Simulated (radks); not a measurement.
Results of a calculation; reference values are marked as such.
Trend from Sc2+ to Zn2+: ionisation energy by Delta-SCF between NIST ground configurations, and size. Level of theory: Dirac Kohn-Sham, PBE, spin-unpolarised, spherical densities, finite nucleus; open shells are shared between the two j in proportion to 2j + 1; Fermi nuclear charge, rms radius of each element as measured or else 0.836 A^(1/3) + 0.57 fm (a radial shooting solver on a logarithmic mesh with Libxc functionals).

species  configuration  configuration of the ion  IE (eV)  NIST (eV)       kind   -e(HOMO) (eV)  outermost  <r> outermost (bohr)  r at 0.001 e/bohr^3 (bohr)
Sc2+          [Ar] 3d1                      [Ar]   24.869     24.757       exp.  17.898 (3d5/2)      3d5/2                  1.57                        3.11
Ti2+          [Ar] 3d2                  [Ar] 3d1   26.947     27.492       exp.  19.660 (3d5/2)      3d5/2                  1.43                        3.16
V2+           [Ar] 3d3                  [Ar] 3d2   28.897     29.311       exp.  21.289 (3d5/2)      3d5/2                  1.32                        3.16
Cr2+          [Ar] 3d4                  [Ar] 3d3   30.748      30.96       exp.  22.818 (3d5/2)      3d5/2                  1.23                        3.14
Mn2+          [Ar] 3d5                  [Ar] 3d4   32.519      33.67       exp.  24.268 (3d5/2)      3d5/2                  1.15                        3.10
Fe2+          [Ar] 3d6                  [Ar] 3d5   34.222      30.65       exp.  25.653 (3d5/2)      3d5/2                  1.08                        3.06
Co2+          [Ar] 3d7                  [Ar] 3d6   35.869       33.5  semi-emp.  26.984 (3d5/2)      3d5/2                  1.02                        3.02
Ni2+          [Ar] 3d8                  [Ar] 3d7   37.466      35.19       exp.  28.266 (3d5/2)      3d5/2                 0.971                        2.97
Cu2+          [Ar] 3d9                  [Ar] 3d8   39.019      36.84       exp.  29.506 (3d5/2)      3d5/2                 0.925                        2.93
Zn2+         [Ar] 3d10                  [Ar] 3d9   40.534     39.723       exp.  30.709 (3d5/2)      3d5/2                 0.883                        2.89

Reference values: NIST Atomic Spectra Database (exp. = measured, semi-emp. = semi-empirical, theory = theoretical value adopted there). Spin polarisation and multiplet splitting are left out, so open shells lie too high by an amount that depends on their filling.

Beside tabulated values, note that spin-unpolarised runs miss the spin-polarisation part of the exchange energy of open shells.
